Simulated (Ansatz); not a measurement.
Hg2TeF2. The state is a singlet with charge 0. Geometry PBE0-D4/def2-SVP, basis def2-TZVP, Ansatz.

```csv
atom,x (Å),y (Å),z (Å)
Hg1,0.8399,-1.6629,0.0536
Hg2,-0.5081,1.7899,-0.1170
Te3,1.8520,0.7059,-0.3534
F4,0.0938,-3.4516,0.3582
F5,-2.2776,2.6187,0.0585
```

```tsv
run	HOMO (eV)	LUMO (eV)
A	-7.49	-2.42
B	-7.32	-2.50
C	-9.69	-0.36
D	-9.32	-0.68
E	-6.28	-3.32
F	-6.13	-3.27
```

In the def2 sets Hg, Te take a core potential; there is no spin–orbit coupling. LC-ωPBE has ω = 0.4 bohr⁻¹. The structure comes from a short search, and lower isomers may exist.

Problem. The runs used BLYP, LC-ωPBE, PBE, PBE0, r2SCAN0, ωB97M-V. Estimate which is which.

Solution. A r2SCAN0 (25 % exact exchange); B PBE0 (25 % exact exchange); C LC-ωPBE (range-separated); D ωB97M-V (range-separated); E PBE (0 % exact exchange); F BLYP (0 % exact exchange). Exact exchange lowers occupied and raises empty levels; among semilocal functionals meta-GGAs tend to open the gap a little, and such runs are hard to tell apart. The gap grows from 2.86 eV (BLYP) to 9.33 eV (LC-ωPBE).
